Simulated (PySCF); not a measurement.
Be: excitation energy

Be [He] 2s2 (1S) → Be [He] 2s1 3s1 (3S), as a difference of total energies. Computed with PySCF 2.14 in dyall-av2z, with the non-relativistic Hamiltonian (point nucleus). Correlated levels: valence: 1s2 frozen; virtual orbitals above 40 to 60 times the deepest correlated orbital energy dropped. The calculations carry no spin-orbit coupling.

```
           method  excitation energy (cm⁻¹)  error (cm⁻¹)
              UHF                     43035         -9046
    MP2 (valence)                     48659         -3422
SCS-MP2 (valence)                     50163         -1918
   CCSD (valence)                     51931          -149
```

Reference: 52081 cm⁻¹ (measured; NIST levels).

Errors of the correlated levels include the incompleteness of this basis and the frozen core.

With two correlated electrons CCSD is exact in that space.
